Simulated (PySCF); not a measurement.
Excitation energy of Cd⁺ by level of theory

Cd⁺ [Kr] 4d10 5s1 (2S) → Cd⁺ [Kr] 4d10 5d1 (2D), as a difference of total energies. Calculation: PySCF 2.14, in x2c-TZVPPall with one added diffuse shell each of s, p, d, f type (9s7p7d3f1g, 95 functions); the spin-free X2C one-electron Hamiltonian (Gaussian nucleus). Correlated levels: valence: [Kr] frozen. The calculations carry no spin-orbit coupling.

```json
{"method": "UHF", "excitation energy (eV)": "9.982"}
{"method": "MP2 (valence)", "excitation energy (eV)": "11.048"}
{"method": "SCS-MP2 (valence)", "excitation energy (eV)": "10.888"}
{"method": "CCSD (valence)", "excitation energy (eV)": "10.868"}
{"method": "CCSD(T) (valence)", "excitation energy (eV)": "10.904"}
```

**Question.** How much does correlation contribute at CCSD(T) (valence)?

**Answer.** 10.904 − (9.982) = 0.922 eV, measured against UHF.

Errors of the correlated levels include the incompleteness of this basis and the frozen core.

For comparison: 11.132 eV (measured; NIST levels, between the centres of gravity of the two terms).
